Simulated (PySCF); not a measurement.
# ScF3: PBE0 against B3LYP

Base calculation in PySCF with density fitting and no spin–orbit coupling, PBE0/def2-TZVP (no relativity): singlet, D3h, Sc–F 1.838 Å (×3); wavenumbers 91, 168 (×2), 630, 730 (×2) cm⁻¹; gap between the highest occupied and lowest empty levels 8.57 eV, polar-tensor charge of Sc 2.43 e, atomisation energy (no zero-point energy) 1860 kJ/mol.

What changes on going to B3LYP/def2-TZVP (no relativity)?

The point group stays the same. Changes: mean bond to Sc +0.011 Å, highest wavenumber -11 cm⁻¹, lowest wavenumber -3 cm⁻¹, gap between the highest occupied and lowest empty levels -0.81 eV, polar-tensor charge of Sc -0.04 e, atomisation energy (no zero-point energy) +10 kJ/mol. The new structure has Sc–F 1.849 Å (×3), with wavenumbers 88, 167 (×2), 620, 719 (×2) cm⁻¹.

Each species is the lowest minimum found with this bonding; other isomers or fragments can lie lower.
